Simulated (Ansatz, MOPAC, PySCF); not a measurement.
Molecule: AlI$_{2}$, net charge 0, doublet state. SMILES: [I][Al][I]
Geometry from a B3LYP-D3(BJ)/def2-TZVP (Ansatz, an electronic-structure program) optimisation:
```
Al
I 1 2.5134
I 1 2.5134 2 119.81
```
Charge 0, spin multiplicity 2.

Unscaled harmonic wavenumbers (cm⁻¹) in rising order, each level at the stationary point that it reaches from this structure (no distance between atoms moves by over 0.3 Å); the order of modes can differ between levels, and a negative number is imaginary. B3LYP-D3(BJ)/def2-TZVP (PySCF, at the structure above): 66, 267, 377.

AM1 (MOPAC): 65, 284, 591. Zero-point energy 1.3 against 1.0 kcal/mol.

HF/6-31G* with LANL2DZ past Ar (Ansatz): 78, 293, 404. Zero-point energy 1.1 against 1.0 kcal/mol.
